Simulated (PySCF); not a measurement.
Al(H)(OMe)(SeH) (CH₅AlOSe), SMILES [AlH]([SeH])[O]C. Atoms are numbered in the order given.

```xyz
9

Al     0.0222    -0.8033     0.8788
H      0.0558    -1.1499     2.4109
O      0.0052    -2.0608    -0.2539
C     -0.0240    -2.2062    -1.6440
H     -0.0480    -1.2335    -2.1723
H      0.8671    -2.7573    -1.9926
H     -0.9157    -2.7796    -1.9525
Se    -0.0048     1.3582     0.0805
H      0.0187     1.9072     1.4407
```
Charge 0, spin multiplicity 1.

Coordinates come from a ωB97X-D3(BJ)/def2-SVP optimisation. The structure was generated by enumeration; whether it is a known compound was not checked. One conformer was computed; it need not be the lowest.

Two levels are set side by side: PBE/pcSseg-1 (PySCF) and HF/pcSseg-1 (PySCF). GIAO shifts against H2O (¹⁷O), Me2Se (⁷⁷Se), TMS (¹H), TMS (¹³C) at the same level; non-relativistic, no solvent, atoms listed together averaged. Differences are taken from unrounded values.

```tsv
quantity	PBE
δ(¹H) of H2 (ppm)	5.04
δ(¹⁷O) of O3 (ppm)	87.1
δ(¹³C) of C4 (ppm)	59.4
δ(⁷⁷Se) of Se8 (ppm)	-436.2
δ(¹H) of H9 (ppm)	0.40
```

**Question.** These are the PBE values. What does HF give? (The exact figures need the calculation; the answer reports its results.)

**Answer.** 
| quantity | HF | PBE minus HF |
|---|---|---|
| δ(¹H) of H2 (ppm) | 4.55 | 0.49 |
| δ(¹⁷O) of O3 (ppm) | 15.9 | 71.2 |
| δ(¹³C) of C4 (ppm) | 51.3 | 8.2 |
| δ(⁷⁷Se) of Se8 (ppm) | -348.3 | -87.9 |
| δ(¹H) of H9 (ppm) | 0.58 | -0.19 |

Rough cost on one machine, each run with all the roots and properties that it gave: HF against PBE within a factor of 2.
